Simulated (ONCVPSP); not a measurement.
# Be: excitation energies, all-electron against ONCV

| Quantity | Value |
| --- | --- |
| Element | Be (Z = 4) |
| Generator | ONCVPSP 4.0.1 |
| Type | optimised norm-conserving Vanderbilt (ONCV) |
| Functional | BLYP |
| Relativity | fully relativistic |
| Frozen core | [He] |
| Valence charge | 2 |
| Reference configuration | 2s2 |
| Partial waves | 2s: rc 2.20 bohr, ncon 4, nbas 7, qcut 2.6 1/bohr, 3 projectors, debl 0.9 Ha; p scattering state at 0.02 Ha: rc 1.90 bohr, ncon 4, nbas 7, qcut 3.7 1/bohr, 3 projectors, debl 0.6 Ha; d scattering state at 0.15 Ha: rc 1.90 bohr, ncon 5, nbas 8, qcut 5.5 1/bohr, 1 projector |
| Local potential | polynomial inside 1.40 bohr (lpopt 5, dvloc0 0 Ha) |
| Core correction | Teter function fitted to the true core (icmod 2), fcfact 0.15 |

Open shells are filled in proportion to 2j + 1.

In the p channel the program set the typed energies aside and used 0.050, 0.650, 1.250 Ha (j = l + 1/2; the other j can differ).

Energies are relative to the spin-unpolarised reference configuration 2s2; without spin polarisation the order of configurations can differ from experiment.

| valence configuration | charge | ΔE all-electron (eV) | error AE − PS (meV) |
| --- | --- | --- | --- |
| 2s1.5 | +0.5 | 3.695 | +0.6 |
| 2s1 2p1 | 0 | 3.569 | +4.0 |
| 2s0 2p1 | +1 | 13.306 | -3.3 |

What are ΔE and the potential's error for 2s1?

ΔE = 9.439 eV all-electron; the error (AE − PS) is +4.4 meV.

Levels in the configuration 2s1:

| level | all-electron (eV) | pseudo (eV) |
| --- | --- | --- |
| 2s j=1/2 | -13.639 | -13.624 |

These tests converged, but a pseudo level misses the all-electron one widely, so the file describes the atom poorly there or has found another state: 2s0 2p1: empty 2s by 8.8 eV.

Note: ghosts flagged at negative energy: p3/2 at -14.2 eV, p1/2 at -14.1 eV; no localised positive-energy state flagged. A true bound ghost makes a file unfit for plane-wave use.
